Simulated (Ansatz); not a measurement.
Reaction (ligand exchange at a B–N bond): `BN=C=C` + `CC(N)F` → `BNC(C)F` + `C=C=N`

Computed with Ansatz on PBE0-D4/def2-TZVP structures; ΔE is electronic, products minus reactants. CBS: MP2 limit from def2 TZ/QZ plus the TZ coupled-cluster correction, frozen cores. This one scheme is used for every species. Functionals use def2-TZVPP. One conformer a species, not always the lowest.

**Question.** Is it downhill or uphill in electronic energy at CCSD(T)/CBS, and by how much? (An estimate is asked.)

**Answer.** The calculation gave: Downhill: ΔE = -0.17 eV.

**Question.** What do these levels give: r2SCAN-D4, B97M-V, BHLYP-D4, CAM-B3LYP-D4, ωB97X-V, CAM-B3LYP, RPA@PBE/def2-TZVPP, HF/def2-SVP, SCS-MP2/def2-TZVPP, CCSD/def2-TZVPP, HF/def2-QZVPP, MP2/def2-QZVPP? (An estimate is asked.)

**Answer.** Computed: r2SCAN-D4 -0.06, B97M-V -0.06, BHLYP-D4 -0.11, CAM-B3LYP-D4 -0.12, ωB97X-V -0.18, CAM-B3LYP -0.11, RPA@PBE/def2-TZVPP -0.25, HF/def2-SVP -0.10, SCS-MP2/def2-TZVPP -0.18, CCSD/def2-TZVPP -0.20, HF/def2-QZVPP -0.16, MP2/def2-QZVPP -0.15 eV.

**Question.** What do rigid-rotor, harmonic-oscillator terms from PBE0-D4/def2-TZVP frequencies (298.15 K, 1 bar) make of the CCSD(T)/CBS value? (An estimate is asked.)

**Answer.** Computed: ΔZPE = 0.00 eV, ΔH = -0.17 eV, ΔS = 1 J/(mol·K), ΔG = -0.17 eV.

Largest T1 diagnostic among the species: 0.017.

Leaving LDA and LC-ωPBE aside and taking each functional with its dispersion term where it has one, the values, not all of them listed here, spread over 0.15 eV, from ωB97X-V to BLYP-D4. From PBE to PBE0 (25 % exact exchange), in def2-TZVPP and without D4, ΔE moves by −0.05 eV.
